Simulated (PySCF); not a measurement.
## From computed data to an observable: oscillator strength and radiative lifetime

Te(iPr)(SH) (C3H8STe), SMILES S[Te]C(C)C.

Coordinates come from a r2SCAN-D4/def2-SVP optimisation. The def2 effective core potentials stand for the cores of Te; spin–orbit coupling is left out. The values are those of a single conformer.

TDA-PBE/def2-SVPD run with PySCF puts the first singlet state with f over 0.02 at 4.60 eV (vertical), with the transition dipole (0.302, 0.276, -0.264) in atomic units.

**Question.** Find the oscillator strength, the wavelength and the radiative lifetime that this transition would have in vacuum if emission retraced absorption.

**Answer.** 
|μ|² = 0.2371 au, so |μ| = 1.24 D. ΔE = 4.60/27.211 = 0.1690 hartree. f = (2/3) ΔE |μ|² = 0.027 (the program prints 0.027).
λ = 1239.84/4.60 = 270 nm; ν = 37101 cm⁻¹.
Einstein's coefficient A = 0.6670 ν² f s⁻¹ (ν in cm⁻¹) = 2.5e7 s⁻¹, so τ = 1/A = 41 ns. This state is S4; the lower singlets have f = 0.001, 0.007, 0.000. The figure is the radiative limit of this one transition; relaxation, internal conversion, crossing to triplets and a medium change what is measured.
